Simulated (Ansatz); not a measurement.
Calculated with Ansatz (gas phase, PBE0-D4/def2-TZVP geometries, no zero-point term in ΔE). CCSD(T)/CBS is the MP2 limit (def2-TZVPP, def2-QZVPP) plus CCSD(T) − MP2 in def2-TZVPP, frozen cores. This one scheme is used for every species. DFT in def2-TZVPP. One conformer a species, not always the lowest.

Consider the redistribution: `O[SiH2]F` + `[SiH3]O[SiH2]S` → `O[SiH2]O[SiH2]S` + `F[SiH3]`.

```json
{"level": "BLYP", "ΔE (kcal/mol)": "0.4"}
{"level": "CCSD/def2-SVP", "ΔE (kcal/mol)": "-0.4"}
```

Task: What does CCSD(T)/CBS give? (An estimate is asked.)

Result: Computed: -0.3 kcal/mol. The listed levels differ from it by 0.7, -0.1 kcal/mol.

Largest T1 diagnostic among the species: 0.012.

Leaving LDA and LC-ωPBE aside and taking each functional with its dispersion term where it has one, the values, not all of them listed here, spread over 0.7 kcal/mol, from revPBE-D4 to B2PLYP. In def2-TZVPP, CCSD(T) changes the Hartree–Fock value by −0.9 kcal/mol (the triples alone add −0.2 kcal/mol) and MP2 by −0.9 kcal/mol. The D4 term adds −0.8 kcal/mol with B3LYP and −0.5 kcal/mol with PBE0; it sums over pairs of atoms, weighted by their polarisabilities, and B3LYP, whose exchange is more repulsive, gets the larger term.

B3LYP here is the variant with VWN-RPA as its local correlation; programs differ in this.
